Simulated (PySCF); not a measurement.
Compound: C7H9FO.
Z-matrix (Å and degrees, PBE0-D3(BJ)/def2-SVP geometry), rows numbered from 1:
```
O 
C   1  1.2050
C   2  1.4923  1  123.64
C   3  1.5342  2  117.96  1    -8.57
C   4  1.5448  3   90.83  2   124.83
C   5  1.5396  4   90.61  3    -0.85
C   6  1.5371  3   89.49  2   120.74
C   7  1.5336  6   90.67  3     1.94
F   8  1.3726  3  113.66  2    -6.17
H   2  1.1170  1  121.05  3   177.16
H   4  1.1006  3  115.18  2  -114.80
H   4  1.0985  3  110.36  2     8.95
H   5  1.1008  4  116.01  3   116.67
H   5  1.0988  4  113.72  3  -117.15
H   6  1.0987  3  121.68  2    -1.23
H   7  1.1003  6  116.72  3   123.02
H   7  1.0992  6  112.86  3  -109.61
H   8  1.1028  3  113.96  2   117.90
```

Computed with PySCF at CAM-B3LYP/def2-SVPD, non-relativistic, on one gas-phase PBE0-D3(BJ)/def2-SVP geometry that isn't relaxed in the solvent. The solvent is an IEF-PCM continuum (cavity from Bondi-type radii × 1.2), and excitations are vertical TDDFT with non-equilibrium linear response and a frozen core. Specific hydrogen bonds and non-electrostatic terms are outside this model.

Gas-phase singlets (H = HOMO, L = LUMO):

| state | E (eV) | λ (nm) | f | leading configurations |
| --- | --- | --- | --- | --- |
| S1 | 4.147 | 299 | 0.000 | H→L 91% |
| S2 | 6.662 | 186 | 0.088 | H-1→L 85%, H-2→L 8% |
| S3 | 6.910 | 179 | 0.029 | H-2→L 86%, H-1→L 8% |
| S4 | 7.472 | 166 | 0.009 | H→L+3 46%, H→L+1 26% |
| S5 | 7.728 | 160 | 0.010 | H→L+2 38%, H-3→L 20% |

Problem. How does the list change in dichloromethane (ε = 8.93)?

Solution. 
| state | E (eV) | λ (nm) | f | leading configurations | change by rank (eV) |
| --- | --- | --- | --- | --- | --- |
| S1 | 4.246 | 292 | 0.001 | H→L 88% | +0.099 |
| S2 | 6.392 | 194 | 0.124 | H-1→L 85% | -0.270 |
| S3 | 6.668 | 186 | 0.034 | H-2→L 88% | -0.242 |
| S4 | 7.466 | 166 | 0.013 | H→L+1 50%, H→L+3 32% | -0.006 |
| S5 | 7.529 | 165 | 0.008 | H-3→L 57%, H-4→L 20% | -0.199 |

Problem. What are the lowest 5 singlets in dimethylsulfoxide (ε = 46.83)?

Solution. 
```csv
state,E (eV),λ (nm),f,leading configurations,change by rank (eV)
S1,4.263,291,0.001,H→L 87%,+0.116
S2,6.349,195,0.128,H-1→L 84%,-0.313
S3,6.629,187,0.035,H-2→L 88%,-0.281
S4,7.451,166,0.017,"H→L+1 53%, H→L+3 22%",-0.021
S5,7.491,166,0.006,"H-3→L 54%, H-4→L 17%",-0.237
```

Problem. The ground-state energy changes by -0.273 eV from gas to dimethylsulfoxide. By how much does the total energy of gas-phase S1 change?

Solution. E(S1) = E(S0) + excitation energy, so it changes by -0.273 + 0.116 = -0.157 eV: it is lowered less than the ground state, which is what a blue shift means. This is the vertical state, with the slow part of the continuum still set for S0.

Problem. How do the frontier levels move from gas to dimethylsulfoxide?

Solution. 
```json
{"orbital": "LUMO+2", "gas (eV)": "1.59", "solvent (eV)": "1.79", "change (eV)": "+0.20"}
{"orbital": "LUMO+1", "gas (eV)": "1.31", "solvent (eV)": "1.62", "change (eV)": "+0.31"}
{"orbital": "LUMO", "gas (eV)": "0.11", "solvent (eV)": "0.13", "change (eV)": "+0.02"}
{"orbital": "HOMO", "gas (eV)": "-8.86", "solvent (eV)": "-8.92", "change (eV)": "-0.06"}
{"orbital": "HOMO-1", "gas (eV)": "-9.78", "solvent (eV)": "-9.50", "change (eV)": "+0.28"}
{"orbital": "HOMO-2", "gas (eV)": "-10.22", "solvent (eV)": "-9.92", "change (eV)": "+0.30"}
{"orbital": "HOMO-3", "gas (eV)": "-10.93", "solvent (eV)": "-10.62", "change (eV)": "+0.31"}
```

The HOMO–LUMO gap goes from 8.98 to 9.04 eV. Rows go by rank; for LUMO+1 and LUMO+2 the atom shares or the degeneracy differ between the runs, so the row needn't follow one orbital.
